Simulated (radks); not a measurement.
Species: Tl XIX. Configuration: [Kr] 4d10 4f14 5s2 5p1. Calculated with a radial shooting solver on a logarithmic mesh with Libxc functionals: scalar-relativistic Kohn-Sham, r2SCAN, spin-polarised, spherical densities, finite nucleus; open shells are filled with parallel spins first (spin-orbit coupling, left out, can overturn this in heavy ions); meta-GGA in the generalised Kohn-Sham scheme; Fermi nuclear charge, rms radius 5.4759 fm. Some entries of the table are withheld. Estimate them.

orbital,occ.,eigenvalue (eV),<r^2> (bohr^2)
1s up,1,-86102.81,0.0003690
1s down,1,-86102.48,0.0003690
2s up,1,-15696.97,0.005603
2s down,1,-15696.91,0.005603
2p up,3,-13559.35,0.004754
2p down,3,-13559.14,0.004754
3s up,1,-4062.214,0.03597
3s down,1,-4062.113,0.03597
3p up,3,-3444.033,0.03718
3p down,3,-3443.886,0.03717
3d up,5,-2802.329,0.03082
3d down,5,-2802.162,0.03082
4s up,1,-1217.864,0.1718
4s down,1,-1217.518,0.1717
4p up,3,-1013.541,0.1955
4p down,3,-1013.195,0.1953
4d up,5,-772.5448,0.2176
4d down,5,-772.1223,0.2172
4f up,7,-505.4162,0.2379
4f down,7,-504.8619,0.2367
5s up,1,-494.0791,0.7192
5s down,1,-490.7087,0.7162
5p up,1,(1),0.8492
5p down,0,(2),0.8490

Answer. 
(1) 5p up eigenvalue (eV): -427.2952
(2) 5p down eigenvalue (eV): -423.8381
